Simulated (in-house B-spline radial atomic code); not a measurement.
Configurations of Fe, with energies counted from [Ar] 3d6 4s2. Level of theory: scalar-relativistic (X2C) CAM-B3LYP, spin-polarised, spherical fractional occupations, exact exchange averaged over the configuration, Fermi nucleus of rms radius 3.7377 fm; calculated with a B-spline radial code for spherical atoms. Shells without spins written out take the highest spin.

Occupations are held fixed; configurations that lie above the ionisation limit could autoionise.

```tsv
configuration	E - E(ref) (eV)	highest orbital	its <r> (bohr)
[Ar] 3d6 4s1 5d1	7.0076	5d up	19.09
[Ar] 3d6 4s1 4f1	7.0788	4f up	17.48
[Ar] 3d5 4s2 5s1	8.3695	5s up	7.846
[Ar] 3d5 4s2 4d1	9.4113	4d up	9.093
[Ar] 3d5 4s2 4f1	10.216	4f up	17.39
[Ne] 3s2 3p5 3d6 4s2 5f1	63.754	5f up	29.68
```

Question: Order these further configurations by energy, lowest first.
A. [Ar] 3d5 4s2 5p1
B. [Ar] 3d6 4s1 5f1
C. [Ne] 3s2 3p5 3d6 4s2 5d1
D. [Ne] 3s2 3p5 3d7 4s2
E. [Ne] 3s2 3p5 3d6 4s2 4p1

Answer: B (7.3715 eV), A (9.1971 eV), D (52.701 eV), E (58.478 eV), C (63.345 eV).

Question: How far above the reference does [Ne] 3s2 3p5 3d6 4s2 5p1 lie?

Answer: 62.437 eV; its least bound orbital is 5p up with <r> = 10.27 bohr.
